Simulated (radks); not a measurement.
The numbers below are computed, except where a source is named.
Valence configurations of neutral gold (all share [Xe]). Code: a radial shooting solver on a logarithmic mesh with Libxc functionals. Model: scalar-relativistic Kohn-Sham, SCAN, spin-unpolarised, spherical densities, finite nucleus; meta-GGA in the generalised Kohn-Sham scheme; Fermi nuclear charge, rms radius 5.4371 fm. Energies are relative to 4f14 5d10 6s1; eigenvalues in eV.

| valence | E (eV) | e(4f) | e(5d) | e(6p) | e(6s) |
|---|---|---|---|---|---|
| 4f14 5d10 6s1 | 0.000 | -82.074 | -7.071 | - | -5.995 |
| 4f14 5d9.5 6s1.5 | 0.634 | -83.647 | -8.106 | - | -6.650 |
| 4f14 5d9 6s2 | 1.473 | -85.279 | -9.170 | - | -7.225 |
| 4f14 5d10 6p1 | 5.538 | -84.258 | -9.278 | -1.724 | - |
| 4f14 5d9 6s1 6p1 | 7.898 | -87.374 | -11.257 | -2.017 | -8.485 |
| 4f13 5d10 6s2 | 82.742 | -96.682 | -10.307 | - | -7.190 |
| 4f13 5d10 6s1 6p1 | 89.172 | -98.860 | -12.482 | -1.997 | -8.482 |
| 4f13 5d9.5 6s1 6p1.5 | 94.765 | -101.53 | -14.503 | -2.628 | -9.618 |
| 4f12.5 5d10 6s1 6p1.5 | 139.62 | -107.47 | -15.179 | -2.624 | -9.632 |
| 4f12 5d10 6s1 6p2 | 194.11 | -116.25 | -17.915 | -3.253 | -10.776 |

NIST lists [Xe] 4f14 5d10 6s1 as the ground configuration; this level of theory agrees among the configurations tried. The energies are those of spherical spin-averaged densities, not of single terms.
